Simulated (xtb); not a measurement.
3,3-difluoro-2-methylprop-1-ene (C4H6F2), SMILES FC(C(=C)C)F. All values are semi-empirical tight-binding results from xtb (GFN2-xTB unless named), good for trends rather than for accurate numbers. Geometry optimised at GFN2-xTB. One conformer was computed; it need not be the lowest.

| Property | Value |
|---|---|
| orbital gap | 5.28 eV |
| dipole moment | 3.07 D |
| zero-point energy | 56.8 kcal/mol |
| G − E(el) at 298.15 K (modified RRHO) | 37.5 kcal/mol |
| static polarisability (D4 model) | 52.7 bohr³ |
| solvation energy, GFN2-xTB/ALPB(water) | -2.9 kcal/mol |
| solvation energy, GFN2-xTB/ALPB(acetone) | -4.9 kcal/mol |

Computed IR lines (harmonic; lines under 4 % of the strongest left out, lines within 3 cm⁻¹ merged):
ν (cm⁻¹): 288 (w), 462 (w), 590 (w), 873 (w), 918 (m), 961 (w), 1009 (vs), 1025 (s), 1081 (vs), 1225 (w), 1259 (w), 1302 (w), 1413 (w), 1469 (w), 1475 (w), 1732 (w), 2855 (m), 3005 (m), 3022 (w), 3064 (w), 3116 (w), 3146 (w) (against the strongest line: vs over 80 %, s over 45 %, m over 15 %, w over 4 %, vw less)
